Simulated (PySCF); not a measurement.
C₅H₄N (SMILES [c]1cccnc1), doublet, at a GFN2-xTB geometry. Base run: PySCF with R2SCAN/3-21G.

Here is a job for PySCF.
```python
from pyscf import gto, scf, dft

mol = gto.M(
    atom='''
C     0.67023001   -1.21301268    0.01660638
C    -0.69813799   -1.21042624    0.01090450
C    -1.35138918    0.02093919   -0.00584071
C    -0.54991544    1.15118291   -0.01540279
N     0.76543740    1.10803952   -0.00945833
C     1.40217708   -0.05556826    0.00644601
H    -1.26564203   -2.13039141    0.01903934
H    -2.42934792    0.09083587   -0.01110606
H    -0.98188245    2.14375647   -0.02850853
H     2.48102376   -0.01916706    0.01050327
''',
    basis='3-21g',
    spin=1,
    verbose=4,
)

mf = dft.UKS(mol)
mf.xc = 'r2scan'
mf.kernel()
```

The base run was repeated with changes; each row names its change, and settings that it needs were set with it.

```
change                             ΔE vs base (mEh)  fitting functions  dipole (D)
---------------------------------  ----------------  -----------------  ----------
base                                          0.000                  -        1.85
auxbasis = def2-svp-ri                      -11.042                344        1.85
auxbasis = def2-tzvp-ri                      -0.273                516        1.85
auxbasis = autoaux                           -6.064                471        1.86
auxbasis = even-tempered beta=3.0           -10.256                238        1.87
auxbasis = def2-universal-jkfit              -0.316                524        1.85
auxbasis = cc-pvqz-jkfit                     -0.089                840        1.85
auxbasis = even-tempered beta=1.6            -5.377                530        1.86
auxbasis = even-tempered beta=2.0            -6.681                374        1.87
auxbasis = cc-pvtz-jkfit                     -0.147                594        1.85
```

A fitting set is made for a task (jfit for Coulomb, jkfit for Coulomb and exchange, ri for correlation) and for a family of orbital bases.

Open shells are given as the SCF converged; they aren't shown to be the lowest states, and a large step between rows can be another state.
